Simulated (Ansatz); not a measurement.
The same path of ClH + GeH4 (7 atoms, charge 0, multiplicity 1) was run twice with different band settings. Lost on the way: Ge1–H2, Cl6–H7. Made: Ge1–Cl6, H2–H7.

Computed with RKS PBE/def2-SVP in Ansatz 0.2.0.

Relaxed end points:

```xyz
7
Properties=species:S:1:pos:R:3
Ge 0.330 0.000 -0.139
H 0.297 0.000 1.414
H 1.810 0.000 -0.596
H -0.381 1.268 -0.663
H -0.381 -1.268 -0.663
Cl -3.105 0.000 1.582
H -1.940 0.000 2.153
```

```xyz
7
Properties=species:S:1:pos:R:3
Ge -0.405 0.000 -0.760
H -0.065 0.000 3.487
H 0.797 0.000 0.214
H -0.439 1.279 -1.630
H -0.439 -1.279 -1.630
Cl -2.215 0.000 0.467
H -0.605 0.000 2.940
```

Common settings: climbing image yes; spring 5.0 eV/Å²; optimiser quadratic models (default); start path through a guess of the saddle point; force threshold 0.05 eV/Å; iteration limit 60; end points relaxed.

| run | movable images |
| --- | --- |
| 1 | 5 |
| 2 | 2 |

Task: What does each run give, and how far can it be trusted?

Result: Run 1: converged after 11 iterations, highest image 1.581 eV above the first end. Neighbouring images differ by up to 1.4 eV, so the band resolves the path poorly. A vibrational analysis at the climbing image gives 2 clearly imaginary modes (1014i, 180i cm⁻¹): a point of higher order, so a lower path passes nearby.
Run 2: converged after 12 iterations, highest image 1.581 eV above the first end. Neighbouring images differ by up to 1.7 eV, so the band resolves the path poorly. Another band between the same ends (5 images) ends at a top of the same energy, where a vibrational analysis finds 2 clearly imaginary modes. So few images can step over the top or miss a turn of the path.
The orbitals stay closed-shell, which can raise the energy where a bond breaks towards radicals; this wasn't checked here.
